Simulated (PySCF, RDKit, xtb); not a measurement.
Noncovalent pair: H2O (SMILES O) (first 3 atoms) with H4OSi (SMILES O[SiH3]); geometry from B3LYP-D3(BJ)/def2-TZVP, rigid monomers moved along the line of their centres of mass till O1···H6 is 3.28 Å.
(charge 0, multiplicity 1):
```xyz
9

O      0.25536    -0.53034     0.32902
H     -0.44669    -0.95934    -0.17215
H      0.69917     0.06262    -0.28711
O     -0.82004     1.08856     4.10169
Si    -0.22383     0.58219     5.54460
H     -0.50791     0.65169     3.29098
H     -0.52351    -0.85001     5.80714
H     -0.87113     1.40894     6.58604
H      1.25000     0.75307     5.63714
```

Interaction energies are E(AB) − E(A) − E(B) at the monomers' geometry in the complex; basis-set methods are counterpoise corrected. Rows marked so take none. RDKit's UFF carries no charges.

Rows in 3-21G carry no dispersion term and start afresh at each structure.

Run with PySCF for 3-21G rows; RDKit for the force fields; xtb for the GFN methods. Values without a source in brackets are computed.

**Question.** One of these levels gives -1.98 kcal/mol for the interaction energy. Which?
(A) GFN-FF
(B) UFF
(C) MMFF94
(D) HF/3-21G (no counterpoise)

**Answer.** C, MMFF94. The others give -0.21 (UFF), -1.46 (GFN-FF), -2.72 (HF/3-21G (no counterpoise))
